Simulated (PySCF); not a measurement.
Working out the ionisation energy of Cl+

Cl+ [Ne] 3s2 3p4 (3P) → Cl(2+) [Ne] 3s2 3p3 (4S). Calculation: PySCF 2.14, in aug-cc-pCVTZ-DK with one added diffuse shell each of s, p, d, f type (9s8p6d4f, 91 functions); scalar relativity by spin-free X2C-1e. Frozen: nothing. Energies in hartree (1 hartree = 27.21139 eV):

```csv
part,Cl+ (lower),Cl(2+) (upper)
UHF,-460.463189,-459.633658
MP2 opposite-spin,-0.341013,-0.314547
MP2 same-spin,-0.124928,-0.121253
```

**Question.** What does Hartree-Fock give?

**Answer.** (-459.633658) − (-460.463189) = 0.829531 hartree = 22.573 eV.

**Question.** What do MP2 and SCS-MP2 (6/5 opposite-spin, 1/3 same-spin) give?

**Answer.** The opposite-spin parts differ by 0.720 eV and the same-spin parts by 0.100 eV. MP2: 22.573 + (0.720) + (0.100) = 23.393 eV. SCS-MP2: 22.573 + 1.2 × (0.720) + (0.100)/3 = 23.470 eV.

Measured between the centres of the two terms (NIST): 23.771 eV, so MP2 (all electrons) is off by -0.378 eV.

What remains against the reference includes basis incompleteness and correlation beyond second order.
